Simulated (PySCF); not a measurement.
Gas-phase reaction: GeO₂ + 5 F ⇌ GeF₃ + 2 FO

Computed with PySCF and rigid-rotor harmonic-oscillator thermochemistry at 1 bar. † marks an energy on the PBE0/def2-TZVP geometry and frequencies; other levels use their own. CCSD(T) freezes the core. 6-31G* has spherical d functions here. Open shells (unrestricted): F (multiplicity 2, electronic degeneracy 6), GeF₃ (multiplicity 2), FO (multiplicity 2, electronic degeneracy 4); the rest are closed-shell singlets. Spin-orbit splitting is ignored; it lowers the true energy and changes the entropy of F, FO. B3LYP is the form with VWN-RPA correlation. Ge: all electrons, no relativistic terms. GeO₂, GeF₃: computed as isolated molecules; such fragments, hydroxides, amides, oligomers or adducts are transient or little studied in the gas. CCSD(T) isn't extrapolated to the basis-set limit; its ΔH°(298 K) is -742.5 kJ in def2-SVP and -795.0 kJ in def2-TZVPP. The harmonic model lacks anharmonicity and excited electronic states, which grow with temperature; levels with a mode under 35 cm⁻¹ are left out. Warning, large T1 diagnostic: GeO₂ (CCSD(T)/def2-TZVPP†).

```
level                ΔE electronic, kJ  ΔH°(298 K), kJ  ΔS°(298 K), J/K  ΔG°(1800 K), kJ
-------------------  -----------------  --------------  ---------------  ---------------
B3LYP/6-31G*                      -929            -923             -314             -329
CCSD(T)/def2-TZVPP†               -801            -795             -313             -202
PBE/def2-SVP                     -1020           -1014             -312             -425
PBE0/def2-TZVP                    -870            -864             -313             -271
r2SCAN/def2-TZVP†                 -901            -895             -313             -302
LDA/def2-TZVP†                   -1226           -1220             -313             -627
ωB97M-V/def2-TZVP†                -887            -881             -313             -288
ωB97X-V/def2-TZVP†                -901            -895             -313             -302
```
ΔH° is lowest at LDA/def2-TZVP† and highest at CCSD(T)/def2-TZVPP†. No reference value is set beside these.
